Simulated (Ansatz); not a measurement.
Isomers of Cs₂Br₃⁻ (singlet), relaxed with PBE-D4/def2-SVPD; total energies from Ansatz at ωB97X-V/def2-TZVPD.

| isomer | description | energy (Eh) |
| --- | --- | --- |
| A | point group not assigned; 6 × Br–Cs 3.49 Å | -7762.42099 |
| B | point group C2v; 5 × Br–Cs 3.33 to 3.67 Å | -7762.41242 |

In the def2 sets Cs takes a core potential; there is no spin–orbit coupling.

The isomers come from a short search, and lower ones may exist.

Work out the relative energies (1 Eh = 2625.5 kJ/mol) and the Boltzmann populations at 1200 K from electronic energies alone (R = 8.314 J/mol/K).

ΔE: A 0.0, B 22.5 kJ/mol. RT = 9.98 kJ/mol. Factors exp(−ΔE/RT): A 1, B 0.105; sum 1.105. Populations: A 90.5 %, B 9.5 %. Zero-point energy, vibrational entropy and symmetry numbers are left out and can shift these; an error of 4 kJ/mol changes a ratio by a factor of 1.5. Over the other density-functional and correlated levels in def2 sets, the gap between A and B ranges from 17 to 24 kJ/mol.
